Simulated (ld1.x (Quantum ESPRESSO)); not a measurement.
## aluminium, TM: configuration errors across variants

```
Element                 : aluminium
Generator               : ld1.x (Quantum ESPRESSO) 7.5
Type                    : norm-conserving Troullier–Martins (Kleinman–Bylander form)
Functional              : PBE
Relativity              : scalar-relativistic
Frozen core             : [Ne]
Valence charge          : 3
Reference configuration : 3s2 3p0 (charge +1)
Partial waves           : 3p (bound, empty): rc 2.45 bohr; 3d channel at 0.3 Ry: rc 1.80 bohr; 3s (bound): rc 1.95 bohr
Local potential         : the s channel
Core correction         : a·sin(br)/r model core inside 1.15 bohr
```

All-electron excitation energies from the reference (eV): (1) 3s2 3p1 -5.761; (2) 3s1 3p0 19.225; (3) 3s2 3p0.5 -3.676; (4) 3s2 3p1.3 -6.336; (5) 3s1 3p1 5.810; (6) 3s1 3p2 -0.622; (7) 3s0 3p3 4.689.

2 further variants failed, have other tests or another functional or relativity, and are left out.

A true bound ghost makes a file unfit for plane-wave use even where its test errors are small: the radial tests pick states by their node count and pass the ghost by.

Errors AE − PS in meV (a dash: test not solved or not reliable):

| change | (1) | (2) | (3) | (4) | (5) | (6) | (7) | bound ghosts |
| --- | --- | --- | --- | --- | --- | --- | --- | --- |
| base | +2.7 | +4.4 | +1.0 | +3.6 | -2.3 | -2.6 | -12 | none |
| type PAW; waves now 3s (bound): rcut 1.70, rcutus 1.95 bohr; 3s channel at -0.45 Ry: rcut 1.70, rcutus 1.95 bohr; 3p (bound): rcut 2.15, rcutus 2.45 bohr; 3p channel at -0.3 Ry: rcut 2.15, rcutus 2.45 bohr; 3d channel at 0.3 Ry: rcut 1.55, rcutus 1.80 bohr; local potential all-electron potential smoothed inside 2.10 bohr (lloc = -1); augmentation PSQ, inside the norm-conserving radii | -0.4 | -13 | -0.1 | -0.4 | -1.4 | -0.1 | -1.9 | none |
| wave 3d channel at 0.3 Ry: rc 1.80 bohr becomes 3d channel at 6.44 Ry: rc 1.80 bohr | +2.7 | +4.4 | +1.0 | +3.6 | -2.3 | -2.6 | -12 | d |
| wave 3p (bound): rc 2.45 bohr becomes 3p (bound): rc 2.18 bohr | +2.7 | +4.4 | +0.9 | +3.6 | -2.2 | -2.4 | -11 | none |
| all radii but the core radius scaled by about 1.08 (s 2.10, p 2.64, d 1.94 bohr) | +2.8 | +3.8 | +1.0 | +3.8 | -2.7 | -3.1 | -14 | none |

**Question.** Give the same row for: core correction a·sin(br)/r model core inside 1.86 bohr.

**Answer.** +0.7, +7.1, +0.1, +1.1, +1.1, +0.6, +4.0; bound ghosts: none.
